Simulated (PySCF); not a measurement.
C3H3ClF4, SMILES F[C@H](CCl)C(F)(F)F.

Coordinates come from a r2SCAN-D4/def2-SVP optimisation. The structure was generated by enumeration; whether it is a known compound was not checked. One conformer was computed; it need not be the lowest.

The numbers are results of TDA-PBE/def2-SVPD run with PySCF, not measurements.

Vertical excitations. Gas-phase values at a fixed geometry.

Computed excitation energies, oscillator strengths and character:
| state | energy (eV) | λ (nm) | f | main pairs |
|---|---|---|---|---|
| S1 | 6.87 | 180 | 0.004 | HOMO→LUMO 96 % |
| S2 | 6.91 | 179 | 0.006 | HOMO−1→LUMO 96 % |
| S3 | 7.10 | 175 | 0.003 | HOMO→LUMO+1 96 % |
| S4 | 7.18 | 173 | 0.021 | HOMO−1→LUMO+1 96 % |
| S5 | 7.78 | 159 | 0.004 | HOMO→LUMO+2 99 % |
| S6 | 7.87 | 158 | 0.001 | HOMO−1→LUMO+2 97 % |
| T1 | 6.17 | 201 | 0 | HOMO→LUMO 99 % |
| T2 | 6.24 | 199 | 0 | HOMO−1→LUMO 99 % |
Triplets are in the Tamm–Dancoff approximation.
